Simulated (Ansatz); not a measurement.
CH₆BrClHfOSi (`[CH3][Hf]([Cl])([Br])[O][SiH3]`) at its PBE0-D4/def2-TZVP geometry, where that method's forces vanish. The species carries charge 0 and has multiplicity 1. Hf takes the def2 core potential.

```csv
atom,x (Å),y (Å),z (Å)
C1,1.520,-1.622,0.029
Hf2,-0.415,-0.951,-0.749
Cl3,-0.188,-0.843,-3.080
Br4,-2.132,-2.578,0.077
O5,-0.656,0.783,0.013
Si6,-0.883,2.280,0.658
H7,1.513,-1.669,1.124
H8,1.762,-2.622,-0.348
H9,2.328,-0.946,-0.272
H10,-0.712,2.206,2.130
H11,0.117,3.214,0.084
H12,-2.253,2.749,0.334
```

Task: For each bond, give half the difference of the two atoms' forces along it (eV/Å; positive pushes the atoms apart) under PBE-D4, r2SCAN-D4, B3LYP-D4, ωB97M-V in def2-TZVPP. (Estimate.)

Result: Ansatz gave: 
```tsv
bond	length (Å)	PBE-D4	r2SCAN-D4	B3LYP-D4	ωB97M-V
C1–Hf2	2.190	-0.04	-0.01	0.12	0.02
C1–H7	1.096	0.11	-0.01	-0.07	-0.05
C1–H8	1.096	0.12	-0.01	-0.06	-0.05
C1–H9	1.096	0.12	-0.01	-0.07	-0.05
Hf2–Cl3	2.345	0.04	0.05	0.12	0.07
Hf2–Br4	2.506	0.01	0.01	0.09	0.02
Hf2–O5	1.909	0.01	0.11	0.08	0.01
O5–Si6	1.646	0.26	-0.02	0.04	0.17
Si6–H10	1.484	0.03	-0.03	-0.08	-0.15
Si6–H11	1.484	0.03	-0.03	-0.08	-0.14
Si6–H12	1.484	0.03	-0.03	-0.08	-0.14
```

B3LYP here is the variant with VWN-RPA as its local correlation; programs differ in this.
